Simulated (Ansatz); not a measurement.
H3AlB, SMILES `[BH-][AlH2]` (near-degenerate singlet) (charge -1, multiplicity 1). This singlet lies within 0.05 eV of the relaxed triplet at the level frozen-core CCSD(T)/aug-cc-pVTZ // PBE0-D3(BJ)/def2-TZVPD (Ansatz, a quantum-chemistry and plane-wave program).

These are B3LYP/aug-cc-pVTZ // PBE0-D3(BJ)/def2-TZVPD (Ansatz) values and carry that method's errors.

Ansatz 0.2 input:
```yaml
crystal:
  periodic: [false, false, false]
  atoms:
    - { symbol: B, position_ang: [1.28446, -0.116644, -0.021939] }
    - { symbol: Al, position_ang: [-0.678938, 0.062393, 0.010795] }
    - { symbol: H, position_ang: [2.47832, -0.222929, -0.054497] }
    - { symbol: H, position_ang: [-1.417035, 1.478957, 0.289335] }
    - { symbol: H, position_ang: [-1.666808, -1.201776, -0.223694] }
basis:
  gaussian: { orbitals: aug-cc-pVTZ }
hamiltonian:
  xc: b3lyp
total_charge: -1
```

Output:

```
Functional definition: B3LYP
782 factors; their error is unknown
mean field evaluation 1: about -7320.0779 eV, gradient 1.6e1 eV
mean field evaluation 2: about -7318.9305 eV, gradient 2.1e1 eV
mean field evaluation 4: about -7321.1423 eV, gradient 4.2e-1 eV
mean field evaluation 8: about -7321.1480 eV, gradient 3.0e-2 eV
mean field evaluation 16: about -7320.2422 eV, gradient 6.2e0 eV
mean field -7321.14803445 eV, -269.0472278138 hartree, gradient 1.5e-5 eV, S^2 0.000000; 2 other end points of the search recorded, 0 dependent functions left out
reference -7321.14829782 eV, -269.0472374923 hartree; 11, 11 occupied and 154, 154 virtual orbitals, 782 factors
Total energy: -7321.14829782 eV, -269.0472374923 hartree
```
